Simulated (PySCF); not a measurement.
**Pb(II) with more and more H2O**

Computed with PySCF 2.14.0, PBE0, def2-SVP on the ligands, density fitting, scalar-relativistic core potentials, no spin-orbit coupling, vacuum. The metal has def2-SVP with ECP60. Each complex is relaxed within the symmetry of its template. Distances are means of the shortest metal–ligand contacts, charges and spins Mulliken's; removal energies are rigid, with the ligand's formal charge and no counterpoise, so too large; for an anion taken off a cation in vacuum most of it is the attraction of opposite charges, and multiply charged cations can part far more cheaply with an electron moved from ligand to metal.

**Question.** Order these by the metal–ligand distance, lowest first.
A. [Pb(H2O)2]2+
B. [Pb(H2O)]2+
C. [Pb(H2O)4]2+
D. [Pb(H2O)3]2+

**Answer.** B (2.324), A (2.358), D (2.463), C (2.495).

**Question.** What else do they give?

**Answer.** 
```json
{"complex": "[Pb(H2O)]2+", "point group": "C2v", "M–H2O (Å)": "2.324", "charge on M (e)": "1.72", "HOMO–LUMO gap (eV)": "6.82", "removal of one H2O (eV)": "2.90", "strongest infrared band, degenerate modes summed (cm⁻¹)": "3655", "unstable modes (below −25 cm⁻¹)": "0"}
{"complex": "[Pb(H2O)2]2+", "point group": "C1", "M–H2O (Å)": "2.358", "charge on M (e)": "1.50", "HOMO–LUMO gap (eV)": "7.14", "removal of one H2O (eV)": "2.44", "strongest infrared band, degenerate modes summed (cm⁻¹)": "–", "unstable modes (below −25 cm⁻¹)": "1 (soft)"}
{"complex": "[Pb(H2O)3]2+", "point group": "D3", "M–H2O (Å)": "2.463", "charge on M (e)": "1.38", "HOMO–LUMO gap (eV)": "6.69", "removal of one H2O (eV)": "1.84", "strongest infrared band, degenerate modes summed (cm⁻¹)": "–", "unstable modes (below −25 cm⁻¹)": "1 (soft)"}
{"complex": "[Pb(H2O)4]2+", "point group": "S4", "M–H2O (Å)": "2.495", "charge on M (e)": "1.25", "HOMO–LUMO gap (eV)": "8.35", "removal of one H2O (eV)": "1.60", "strongest infrared band, degenerate modes summed (cm⁻¹)": "3774", "unstable modes (below −25 cm⁻¹)": "0 (lowest -23 cm⁻¹, within noise)"}
```

The more ligands, the longer each bond and the weaker the last ligand is held.

Members with unstable modes aren't minima as they stand: saddle points kept by symmetry or, where the modes are soft, flat surfaces and noise. Moved off a saddle point of the template and relaxed again: [Pb(H2O)2]2+, [Pb(H2O)3]2+, [Pb(H2O)4]2+. One start shape was tried for each, so a minimum needn't be the lowest isomer.
